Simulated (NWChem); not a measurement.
System: Si$_{2}$H$_{4}$S, singlet; SMILES [SiH3][Si]S

Output (shortened):

```
             Northwest Computational Chemistry Package (NWChem) 7.3.0
             --------------------------------------------------------

 C1  symmetry detected

                             Geometry "geometry" -> ""
                             -------------------------

 Output coordinates in angstroms (scale by  1.889725989 to convert to a.u.)

  No.       Tag          Charge          X              Y              Z
 ---- ---------------- ---------- -------------- -------------- --------------
    1 Si                  14.0000    -1.10177818     0.19871966    -0.00007669
    2 S                   16.0000     0.53650503     1.56197754    -0.00005965
    3 H                    1.0000    -0.17319423     2.71838207     0.00093822
    4 Si                  14.0000     0.36341643    -1.71367642    -0.00004647
    5 H                    1.0000     1.82961994    -1.40591929    -0.00611607
    6 H                    1.0000     0.04406670    -2.55146881    -1.20219045
    7 H                    1.0000     0.05249155    -2.54324003     1.21004695

 Effective nuclear repulsion energy (a.u.)     174.6269866691

                                 NWChem DFT Module
                                 -----------------

 Summary of "ao basis" -> "ao basis" (spherical)
 ------------------------------------------------------------------------------
       Tag                 Description            Shells   Functions and Types
 ---------------- ------------------------------  ------  ---------------------
 Si                        def2-svpd                10       24   5s3p2d
 S                         def2-svpd                11       27   5s4p2d
 H                         def2-svpd                 4        8   2s2p

            General Information
            -------------------
          SCF calculation type: DFT
          Wavefunction type:  closed shell.
          No. of atoms     :     7
          No. of electrons :    48
           Alpha electrons :    24
            Beta electrons :    24
          Charge           :     0
          Spin multiplicity:     1
          Use of symmetry is: off; symmetry adaption is: off
          Maximum number of iterations: 150
          AO basis - number of functions:   107
                     number of shells:    47
          Convergence on energy requested:  1.00D-06
          Convergence on density requested:  1.00D-05
          Convergence on gradient requested:  5.00D-04

[...]

                                NWChem TDDFT Module
                                -------------------

            General Information
            -------------------
           No. of orbitals :     214
            Alpha orbitals :     107
             Beta orbitals :     107
        Alpha frozen cores :       0
         Beta frozen cores :       0
     Alpha frozen virtuals :       0
      Beta frozen virtuals :       0
         Spin multiplicity :       1
    Number of AO functions :     107
        Use of symmetry is : off
      Symmetry adaption is : off
         Schwarz screening :  0.10D-07

              XC Information
              --------------
                  PBE0 Method XC Functional
              Hartree-Fock (Exact) Exchange   0.25
   PerdewBurkeErnzerhof Exchange Functional   0.75
     Perdew 1991 LDA Correlation Functional   1.00 local
    PerdewBurkeErnz. Correlation Functional   1.00 non-local

             TDDFT Information
             -----------------
          Calculation type : Tamm-Dancoff TDDFT
         Wavefunction type : Restricted singlets
          No. of electrons :      48
           Alpha electrons :      24
            Beta electrons :      24
              No. of roots :       6
          Max subspacesize :    5200
            Max iterations :     100
               Target root :       1
           Target symmetry : none
      Symmetry restriction : off
                 Algorithm : Optimal
        Davidson threshold :  0.10D-03

    6 smallest eigenvalue differences (eV)
--------------------------------------------------------
  No. Spin  Occ  Vir  Irrep   E(Occ)    E(Vir)   E(Diff)
--------------------------------------------------------
    1    1   24   25 a        -0.241    -0.103     3.776
    2    1   23   25 a        -0.313    -0.103     5.712
    3    1   22   25 a        -0.324    -0.103     6.012
    4    1   24   26 a        -0.241    -0.019     6.042
    5    1   24   27 a        -0.241     0.006     6.735
    6    1   21   25 a        -0.358    -0.103     6.944
--------------------------------------------------------

  Entering Davidson iterations
  Restricted singlet excited states

  Iter   NTrls   NConv    DeltaV     DeltaE      Time
  ----  ------  ------  ---------  ---------  ---------
    1      6       0     0.13E+00   0.10+100        8.7
    2     12       0     0.18E-01   0.23E-01        8.7
    3     18       0     0.75E-02   0.92E-03        8.7
    4     24       1     0.26E-02   0.15E-03        8.7
    5     29       2     0.86E-03   0.17E-04        8.0
    6     33       5     0.24E-03   0.16E-05        7.2
    7     34       6     0.76E-04   0.11E-06        4.7
  ----  ------  ------  ---------  ---------  ---------
  Convergence criterion met

  Ground state a        -978.875813595386 a.u.

  ----------------------------------------------------------------------------
  Root   1 singlet a              0.093116357 a.u.                2.5338 eV
  ----------------------------------------------------------------------------
     Transition Moments    X -0.00010   Y  0.00023   Z -0.29243
     Dipole Oscillator Strength                    0.0053086350
     Electric Quadrupole                           0.0000000358
     Magnetic Dipole                               0.0000012484
     Total Oscillator Strength                     0.0053099192

[...]
```

Level: PBE0/def2-SVPD, TDA. Low-valent species are run as closed-shell singlets; no triplet was tried in these runs. All runs use the structure optimised with PBE0/def2-SVP.

Q: Reconstruct the input file.

A: This is not unique; one that fits is the input that was run:
```
start job
memory heap 200 mb stack 900 mb global 1100 mb
geometry units angstroms noautoz
  Si    -1.165443     0.131626     0.001323
  S      0.471187     1.496868     0.000629
  H     -0.239913     2.652412     0.001192
  Si     0.302068    -1.778993     0.002049
  H      1.767897    -1.469462    -0.004269
  H     -0.016362    -2.617683    -1.199713
  H     -0.007755    -2.608418     1.212520
end
basis spherical
  * library def2-svpd
end
dft
  xc pbe0
  iterations 150
end
tddft
  cis
  nroots 6
  notriplet
end
task tddft energy
```
